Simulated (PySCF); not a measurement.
# Radial density of Tl⁻ (thallium, charge -1)

r2SCAN, [Xe] 4f14 5d10 6s2 6p2, high-spin 3P determinant. All numbers are calculated (PySCF 2.14, scalar relativity by spin-free X2C-1e, in aug-cc-pwCVTZ-DK3 with one added diffuse shell each of s, d, f type (12s10p9d6f1g, 138 functions)).

```csv
r (bohr),4πr²ρ (e/bohr),4πr²(ρα − ρβ)
0.0161,103.9,0.0025
0.0271,107.7,0.0054
0.0456,151.4,0.0028
0.0766,124.3,-0.0031
0.129,140.7,0.0068
0.217,89.50,-0.0008
0.365,95.00,0.0088
0.614,38.08,0.0193
1.03,20.44,-0.0130
1.74,6.286,0.0952
2.92,1.484,0.4374
4.91,0.3551,0.2947
8.26,0.09096,0.0906
13.9,0.01478,0.0148
23.4,4.125e-05,0.0000
```

Densities and radii are taken from the X2C orbitals without a picture-change correction, which distorts them close to the nucleus.

Spin-orbit coupling is strong in this species (close to jj coupling), so the high-spin LS determinant is a model state, not a physical level. At r2SCAN the highest occupied level has a positive energy, so only the finite basis holds that electron; in a semilocal or global hybrid functional this comes from self-interaction and does not mean that the real anion is unbound.

Task: Where is the radial spin density 4πr²(ρα − ρβ) most negative, and why is it negative at all?

Result: Around r = 1.03 bohr, down to -0.0130 e/bohr: exchange with the open shell polarises the paired shells in an unrestricted calculation.
